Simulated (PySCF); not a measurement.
Frontier orbitals and the lowest excitations

Compound: C₃H₅Br.
Atom-mapped SMILES: `[Br:1][CH:2]1[CH2:3][CH2:4]1` (hydrogens: H5 on C2; H6, H7 on C3; H8, H9 on C4)

Geometry (PBE0-D3(BJ)/def2-SVP, Å), atoms numbered from 1 in this order:
```
atom  x, y, z in Å
Br1    2.142   -0.824   -0.736
C2     0.626   -0.362    0.334
C3    -0.747   -0.446   -0.245
C4    -0.131    0.893    0.053
H5     0.785   -0.667    1.371
H6    -1.547   -0.822    0.399
H7    -0.832   -0.740   -1.294
H8    -0.492    1.465    0.912
H9     0.196    1.501   -0.794
```

The calculation used TDDFT wB97X-D/def2-SVPD, vertical, gas phase, core orbitals frozen in the response (PySCF 2.14.0, density-fitted response routines). The wB97X-D/def2-SVPD calculation is non-relativistic and has no spin–orbit coupling, an omission that weighs most on bromine.

Kohn–Sham orbitals with the atoms that hold most of them (Löwdin shares over 4%, at most four atoms; ? is withheld):

```tsv
orbital	ε (eV)	atoms
HOMO-3	-11.94	C2 33%, Br1 22%, C3 16%, C4 16%
HOMO-2	-11.30	C3 27%, C4 27%, Br1 24%, C2 14%
HOMO-1	-9.82	?
HOMO	-9.44	Br1 66%, C2 15%, C3 8%, C4 8%
LUMO	?	?
LUMO+1	2.44	Br1 25%, C4 15%, C3 15%, H5 11%
LUMO+2	2.77	Br1 58%, H7 10%, H9 10%, H5 6%
```

Question: Give the leading atoms of the HOMO-1.

Answer: Br1 (bonded to C) 72%; C2 (bonded to Br, 2 C and H) 10%; C4 (bonded to 2 C and 2 H) 7%; C3 (bonded to 2 C and 2 H) 7%. By element: bromine 72%, carbon 23%.

Question: Which atoms hold the LUMO, and with what shares?

Answer: Br1 (bonded to C) 65%; C2 (bonded to Br, 2 C and H) 20%.

Question: What is the LUMO energy, and the HOMO–LUMO gap?

Answer: ε(LUMO) = 1.60 eV; the gap is 11.04 eV (0.4056 hartree).

Question: How does S1 compare with the orbital gap of 11.04 eV?

Answer: S1 is at 5.99 eV (f = 0.0004), 5.05 eV below the gap, made of HOMO→LUMO (92%). 

Question: One configuration dominates each of S1, S2 and S3. Which, and how do the shares of the two leading atoms of either orbital change from the occupied to the empty one?

Answer: 
- S1 (5.99 eV, f 0.0004), HOMO→LUMO (92%): Br1 66% → 65%, C2 15% → 20%
- S2 (6.35 eV, f 0.0014), HOMO-1→LUMO (92%): Br1 72% → 65%, C2 10% → 20%
- S3 (7.70 eV, f 0.067), HOMO→LUMO+1 (81%): Br1 66% → 25%, C2 15% → at most 12%, C4 8% → 15%
